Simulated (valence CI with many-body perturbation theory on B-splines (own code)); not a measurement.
## Which ion has this spectrum?

A relativistic CI+MBPT calculation for an atom or ion with 13 electrons gives these levels (cm⁻¹):

| J | Parity | E | g |
| --- | --- | --- | --- |
| 1/2 | odd | 0 | 0.66 |
| 3/2 | odd | 383447 | 1.33 |
| 1/2 | even | 675776 | 2.40 |
| 3/2 | even | 951120 | 1.69 |
| 5/2 | even | 1024410 | 1.41 |
| 3/2 | even | 1132636 | 0.90 |
| 1/2 | even | 1201824 | 1.15 |
| 5/2 | even | 1357734 | 1.36 |
| 3/2 | even | 1452268 | 0.89 |
| 5/2 | even | 1571074 | 1.21 |
| 1/2 | even | 1588233 | 1.77 |
| 3/2 | even | 1628332 | 1.17 |
| 3/2 | odd | 1839238 | 1.24 |
| 3/2 | odd | 1946972 | 0.52 |

The energies are calculated, and their last digits are not significant.

Task: Which is it?
A. Cd35+
B. Pd33+
C. Rh32+
D. In36+

Result: A. Cd35+, ground level (3s^2 3p1/2) J=1/2.
